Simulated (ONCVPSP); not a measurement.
## What the settings do to the ONCV potential of antimony (Sb)

Base potential:

ONCVPSP 4.0.1 input, shortened (lines: element, Z, core and valence counts, functional; n l f; lmax; l rc ep ncon nbas qcut; lloc lpopt rc5 dvloc0; l nproj debl; icmod fcfact rcfact), revPBE, scalar-relativistic:

```
  Sb 51.00    8    3  -102130      upf
    1    0    2.00
    2    0    2.00
    2    1    6.00
    3    0    2.00
    3    1    6.00
    3    2   10.00
    4    0    2.00
    4    1    6.00
    4    2   10.00
    5    0    2.00
    5    1    3.00
    2
    0    1.60    0.00    4    8    4.00
    1    1.95    0.00    4    7    4.30
    2    1.60    0.00    5    9   10.50
    4    1    1.30    0.00
    0    2    0.60
    1    2    1.00
    2    3    3.50
    3    3.00    1.35
```

Cutoffs, loose and tight: the cutoffs (Ha) at which the residual kinetic energy of the hardest occupied pseudo-wave falls to 1 and 0.1 mHa per electron. They do not see the model core or the augmentation charge, which bear on the density cutoff. Test errors are all-electron minus pseudo excitation energies from the reference, over the configurations 4d10 5s2 5p2; 4d10 5s2 5p1; 4d10 5s2 5p0; 4d10 5s1 5p0. A dash means not determined; rows that change the core or the reference have their own tests. The largest error is taken over the tests solved by every variant that gives reliable tests at all: 4d10 5s2 5p0; 4d10 5s2 5p1; 4d10 5s2 5p2.

A true bound ghost makes a file unfit for plane-wave use even where its test errors are small: the radial tests pick states by their node count and pass the ghost by.

```
     change    outcome  cutoff, loose  cutoff, tight  bound ghosts  GHOST(+) flags above zero  largest test error (meV)
       base  generated          40 Ha          68 Ha             s                       s, p                       -12
p: qcut 2.8  generated          40 Ha          68 Ha             s                       s, p                       -11
p: qcut 3.6  generated          40 Ha          68 Ha             s                       s, p                       -12
p: qcut 4.2  generated          40 Ha          68 Ha             s                       s, p                       -12
p: qcut 4.7  generated          40 Ha          68 Ha          s, p                          s                       -13
p: qcut 5.8  generated          40 Ha          68 Ha          s, p                          s                       -12
p: qcut 6.1  generated          40 Ha          68 Ha          s, p                          s                       -12
```

Reading the sweep of the qcut of the p channel (base included, trends over the rows without a ghost): Bound ghosts are found at 2.8, 3.6, 4.2, 4.3, 4.7, 5.8, 6.1 1/bohr. Every judged row has one, so this setting neither creates nor removes them.
